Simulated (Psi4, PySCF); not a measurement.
The Psi4 input:
```
memory 2 GB

molecule {
0 1
  Br   -0.00000000   -0.00000000   -1.14062493
  Br    0.00000000    0.00000000    1.14062493
}

set basis 6-31g*
set scf_type pk
set puream true
set d_convergence 1e-8
set dft_radial_points 99
set dft_spherical_points 590

energy('wb97m-v')
print_variables()
```

Write the same job for PySCF.

One answer among several that fit: 
```python
from pyscf import gto, scf, dft

mol = gto.Mole()
mol.atom = '''
    Br   -0.00000000   -0.00000000   -1.14062493
    Br    0.00000000    0.00000000    1.14062493
'''
mol.basis = '6-31g*'
mol.verbose = 4
mol.build()

mf = dft.RKS(mol)
mf.xc = 'wb97m_v'
mf.grids.atom_grid = (99, 590)
mf.grids.prune = None
mf.kernel()
```

Both were run: Psi4 gave -5147.395499 Eh and PySCF -5147.395495 Eh, 0.004 mEh apart.
